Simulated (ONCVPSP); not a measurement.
# Reading a pseudo-wave (S)

Columns: radius, all-electron u(r) and pseudo u(r) of the 3p shell (level -28.05 eV) of sulfur in the configuration [Ne] 3s2 3p2; PW91, scalar-relativistic, ONCV scheme, ONCVPSP 4.0.1.

```json
{"r (bohr)": "0.085", "all-electron": "-0.1544", "pseudo": "0.0069"}
{"r (bohr)": "0.170", "all-electron": "-0.3259", "pseudo": "0.0274"}
{"r (bohr)": "0.255", "all-electron": "-0.3873", "pseudo": "0.0612"}
{"r (bohr)": "0.340", "all-electron": "-0.3495", "pseudo": "0.1071"}
{"r (bohr)": "0.425", "all-electron": "-0.2470", "pseudo": "0.1627"}
{"r (bohr)": "0.510", "all-electron": "-0.1110", "pseudo": "0.2257"}
{"r (bohr)": "0.595", "all-electron": "0.0368", "pseudo": "0.2941"}
{"r (bohr)": "0.680", "all-electron": "0.1822", "pseudo": "0.3658"}
{"r (bohr)": "0.765", "all-electron": "0.3166", "pseudo": "0.4388"}
{"r (bohr)": "0.850", "all-electron": "0.4357", "pseudo": "0.5100"}
{"r (bohr)": "0.935", "all-electron": "0.5375", "pseudo": "0.5767"}
{"r (bohr)": "1.020", "all-electron": "0.6218", "pseudo": "0.6366"}
{"r (bohr)": "1.105", "all-electron": "0.6890", "pseudo": "0.6891"}
{"r (bohr)": "1.190", "all-electron": "0.7400", "pseudo": "0.7338"}
{"r (bohr)": "1.275", "all-electron": "0.7761", "pseudo": "0.7696"}
{"r (bohr)": "1.360", "all-electron": "0.7987", "pseudo": "0.7948"}
{"r (bohr)": "1.445", "all-electron": "0.8095", "pseudo": "0.8081"}
{"r (bohr)": "1.530", "all-electron": "0.8101", "pseudo": "0.8098"}
{"r (bohr)": "1.615", "all-electron": "0.8021", "pseudo": "0.8021"}
{"r (bohr)": "1.700", "all-electron": "0.7871", "pseudo": "0.7871"}
{"r (bohr)": "1.785", "all-electron": "0.7665", "pseudo": "0.7664"}
{"r (bohr)": "1.870", "all-electron": "0.7413", "pseudo": "0.7413"}
{"r (bohr)": "1.955", "all-electron": "0.7127", "pseudo": "0.7127"}
{"r (bohr)": "2.040", "all-electron": "0.6817", "pseudo": "0.6817"}
{"r (bohr)": "2.125", "all-electron": "0.6490", "pseudo": "0.6490"}
{"r (bohr)": "2.210", "all-electron": "0.6154", "pseudo": "0.6154"}
```

(1) How many radial nodes do the two functions have?

(2) At about which radius was the pseudo-wave matched?

(3) Is the pseudo-wave norm-conserving?

Results:

(1) The all-electron 3p function has n − l − 1 = 1; the pseudo-wave has 0, since the states of the same l below it are removed with the core.

(2) 1.65 bohr. The columns agree to 0.0005 from 1.53 bohr on; several derivatives are matched, so the curves merge somewhat inside the radius.

(3) Yes: the ONCV scheme keeps the norm inside the radius equal to the all-electron one, which fixes the energy derivative of the logarithmic derivative at the level.
